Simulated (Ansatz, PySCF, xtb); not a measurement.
Reaction 2 R1 → P1 + P2, each structure at its B3LYP-D3(BJ)/def2-SVP stationary point, reached from a drawn start (curvature not checked).
R1, H4O4Ti (SMILES [OH][Ti]([OH])([OH])[OH]) (charge 0, multiplicity 1, Z-matrix in Å and degrees):
```
Ti
O 1 1.7980
H 2 0.9648 1 128.35
O 1 1.7980 2 110.01 3 -13.90
H 4 0.9648 1 128.34 2 -105.51
O 1 1.7980 2 110.01 3 105.46
H 6 0.9648 1 128.34 2 13.91
O 1 1.7980 2 108.41 3 -134.22
H 8 0.9648 1 128.33 2 -134.21
```
P1, H6O7Ti2 (SMILES [OH][Ti]([OH])([OH])[O][Ti]([OH])([OH])[OH]) (charge 0, multiplicity 1):
```xyz
15

O      2.866    -0.637    -1.192
Ti     1.413    -0.441    -0.173
O      0.595    -2.057     0.087
O      1.885     0.254     1.408
O      0.175     0.638    -0.961
Ti    -1.398     0.843    -0.107
O     -1.654     2.526     0.455
O     -2.722     0.251    -1.153
O     -1.088    -0.223     1.338
H      3.780    -0.351    -1.072
H      0.938    -2.916    -0.188
H      1.195     0.393     2.076
H     -2.315     3.185     0.212
H     -2.767    -0.293    -1.947
H     -0.902    -1.172     1.218
```
P2: H2O (SMILES O), charge 0, multiplicity 1.

P less R. No zero-point or thermal terms; no spin–orbit coupling. One arrangement of each flexible species, with no search for the lowest.

Correlated levels freeze the cores.

Run with Ansatz (a first-principles code); PySCF for the D3/D4 terms; xtb for the GFN methods. No computed number here is a measurement.

Question: One of these levels gives -0.376 eV for the reaction energy. Name it.
(A) CCSD(T)/def2-SVP
(B) GFN2-xTB
(C) PBE-D4/def2-TZVPP
(D) SCS-MP2/def2-SVP

Answer: C, PBE-D4/def2-TZVPP. The others give -0.319 (GFN2-xTB), -0.585 (SCS-MP2/def2-SVP), -0.679 (CCSD(T)/def2-SVP)
